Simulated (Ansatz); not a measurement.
Compare A (`CC(C)[Si]F`) with its isomer B (`C/C([SiH3])=C\F`).

Isolated molecules relaxed with PBE0-D4/def2-TZVP in Ansatz; ΔE leaves out vibrations. CCSD(T)/CBS adds triple-zeta CCSD(T) − MP2 to the extrapolated MP2 energy (def2 sets, frozen cores). DFT in def2-TZVPP. B3LYP here is the variant with VWN-RPA as its local correlation; programs differ in this. One conformer a species, not always the lowest.

Question: Which isomer does CCSD(T)/CBS put lower? Give the gap. (Best estimate.)

Answer: Computed: A, by 32.1 kcal/mol.

Question: Give E(B) − E(A) in kcal/mol with B2PLYP, CCSD/def2-TZVPP, MP2/def2-TZVPP, r2SCAN-D4, ωB97M-V, CCSD(T)/def2-TZVPP, B3LYP. (Best estimate.)

Answer: Ansatz gave: B2PLYP 30.0, CCSD/def2-TZVPP 31.9, MP2/def2-TZVPP 32.0, r2SCAN-D4 27.1, ωB97M-V 32.8, CCSD(T)/def2-TZVPP 31.2, B3LYP 28.8. None reverses the order clearly.

Largest T1 diagnostic: 0.012.

The D4 term adds +0.8 kcal/mol with B3LYP and +0.4 kcal/mol with PBE0; it sums over pairs of atoms, weighted by their polarisabilities, and B3LYP, whose exchange is more repulsive, gets the larger term. From PBE to PBE0 (25 % exact exchange), in def2-TZVPP and without D4, E(B) − E(A) moves by +0.8 kcal/mol.
